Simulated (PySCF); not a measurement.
Structure with atom numbers: `[CH3:1][S:2][Si@@H:3]([OH:4])[SiH3:5]`; H(Xn) means a hydrogen on atom n.

Geometry: GFN2-xTB; GIAO shifts from PySCF 2.14.0 with density-fitted response routines, gas phase, non-relativistic, averaged over equivalent atoms.

At CAM-B3LYP/pcSseg-0 (73 basis functions, 20 s wall time on 1 thread of an Intel Xeon, shared host):
```tsv
atoms	δ (ppm)
C1	9.6
Si3	1.9
Si5	-176.0
O4	-3.0
H(Si3)	6.56
H(Si5)	3.25
H(C1)	1.54
H(O4)	0.15
```

δ = σ(ref) − σ, references computed at the same level: 13C (σ = 194.35 ppm) and 29Si (σ = 339.30 ppm) and 1H (σ = 33.32 ppm) vs TMS; 17O (σ = 343.58 ppm) vs H2O.

Task: Estimate the result of repeating the calculation with PBE0/pcSseg-1.

Result: 
```tsv
atoms	δ at PBE0/pcSseg-1	change
C1	10.0	+0.4
Si3	11.0	+9.1
Si5	-123.5	+52.5
O4	23.8	+26.8
H(Si3)	6.29	-0.27
H(Si5)	3.40	+0.15
H(C1)	1.90	+0.36
H(O4)	1.50	+1.35
```

Referencing at the same level of theory: 13C (σref 186.93), 29Si (σref 349.16), 1H (σref 31.72) against TMS; 17O (σref 336.08) vs H2O.

The largest change is at Si5 (silicon bonded to Si, 3 H). Cost: 146 basis functions, 58 s wall time on 1 thread of an Intel Xeon, shared host.

Experimental scales use liquid or dissolved standards, which lie at an offset from isolated H2O (liquid H2O: subtract about 36 ppm).
